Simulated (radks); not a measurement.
Results of a calculation; reference values are marked as such.
Q: Neutral potassium, [Ar] 4s1. Level of theory: non-relativistic Kohn-Sham, exchange-only PBE, spin-polarised, spherical densities, point nucleus (a radial shooting solver on a logarithmic mesh with Libxc functionals). Every spin shell is full or empty, so the densities are truly spherical. Functionals are evaluated on that one density, not self-consistently. Rank these exchange functionals by their error against the exact value of the orbitals, and give that value: LDA, B88, PBE, revPBE, RPBE, WC, AM05, TPSS, revTPSS, SCAN, r2SCAN, TASK.

A: Exact: -32.6237 hartree. From best to worst, with 100 (|E| - |E exact|)/|E exact| (equal figures are ties): B88 -0.01, r2SCAN +0.01, RPBE -0.04, TPSS +0.17, revPBE -0.17, SCAN +0.29, PBE -0.52, revTPSS -0.54, WC -1.47, TASK -2.98, AM05 -6.63, LDA -7.49.
